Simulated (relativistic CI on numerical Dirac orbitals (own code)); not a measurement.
**Co⁵⁺: K-beta X-ray emission**

Computed with this model: Dirac-Coulomb-Breit CI, separate exchange-only KLI orbitals for each configuration, model QED (radiative potential, 1s self-energy scaled to tabulated hydrogen-like ionisation energies), valence Slater integrals scaled by 0.9, multiplet model of X-ray emission after core ionisation; configurations [Ar] 3d4 → 1s 2s2 2p6 3s2 3p6 3d4 → [Ne] 3s2 3p5 3d4; 300 K; Lorentzian 1.6 eV and Gaussian 1 eV FWHM. Energies are those of the free ion, without screening or charge transfer. S is read from ⟨S²⟩ = S(S + 1).

Field parameters in Wybourne normalisation: D3d B²₀ = −7Dσ, B⁴₀ = −14Dq − 21Dτ, B⁴₃ = −14√(10/7) Dq. The field is a parameter set, without covalency.

free ion: ground-state S = 2.00, centroid 7657.50 eV. Peaks (eV, height): 7636.0 (28), 7643.8 (18), 7660.6 (100), 7665.0 (78).

D3d, 10Dq = 14550, Dσ = -1200, Dτ = -390 cm⁻¹: ground-state S = 2.00, centroid 7656.23 eV. Peaks (eV, height): 7635.4 (34), 7642.6 (29), 7661.0 (100), 7664.8 (85).

Strongest unbroadened transitions for D3d, 10Dq = 14550, Dσ = -1200, Dτ = -390 cm⁻¹:

```tsv
Energy (eV)	Relative strength
7635.34	32.2
7660.59	33.9
7661.10	46.9
7661.11	48.5
7661.18	33.0
7661.41	38.8
7661.43	40.4
7661.45	34.1
7661.63	56.2
7661.66	40.8
7664.69	46.7
7664.72	41.1
7664.74	57.3
7664.77	50.7
7664.94	50.9
7664.95	100.0
7665.11	49.8
7665.12	65.7
```
